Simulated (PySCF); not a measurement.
H3S (SMILES [SH3+]), charge +1, singlet, at a GFN2-xTB geometry. Base run: HF/aug-cc-pVDZ run with PySCF.

The PySCF input:
```python
from pyscf import gto, scf

mol = gto.M(
    atom='''
S     0.10558214   -0.00190789    0.04613646
H    -0.31822157    0.99705449   -0.76565970
H    -0.35082551   -0.98045104   -0.77282250
H    -1.02026722    0.01392277    0.80029891
''',
    basis='aug-cc-pvdz',
    charge=1,
    verbose=4,
)

mf = scf.RHF(mol)
mf.kernel()
```

The base run was repeated with changes; each row names its change, and settings that it needs were set with it.

| change | ΔE vs base (µEh) | fitting functions |
|---|---|---|
| base | 0.0 | - |
| auxbasis = cc-pvtz-jkfit | 6.8 | 211 |
| only_dfj = on; auxbasis = def2-universal-jfit | ? | ? |
| auxbasis = cc-pvqz-jkfit | 3.9 | 301 |
| auxbasis = even-tempered beta=1.6 | 4.8 | 500 |
| auxbasis = default (with mf = mf.density_fit()) | 12.9 | 224 |
| auxbasis = even-tempered beta=3.0 | 39.3 | 224 |
| auxbasis = cc-pvdz-jkfit | 14.5 | 181 |
| auxbasis = cc-pvtz-ri | ? | ? |
| auxbasis = even-tempered beta=2.0 | 2.6 | 346 |

Task: What belongs in the gaps?

Result: 
- only_dfj = on; auxbasis = def2-universal-jfit, ΔE vs base (µEh): -377
- only_dfj = on; auxbasis = def2-universal-jfit, fitting functions: 84
- auxbasis = cc-pvtz-ri, ΔE vs base (µEh): 2027
- auxbasis = cc-pvtz-ri, fitting functions: 212

A fitting set is made for a task (jfit for Coulomb, jkfit for Coulomb and exchange, ri for correlation) and for a family of orbital bases.
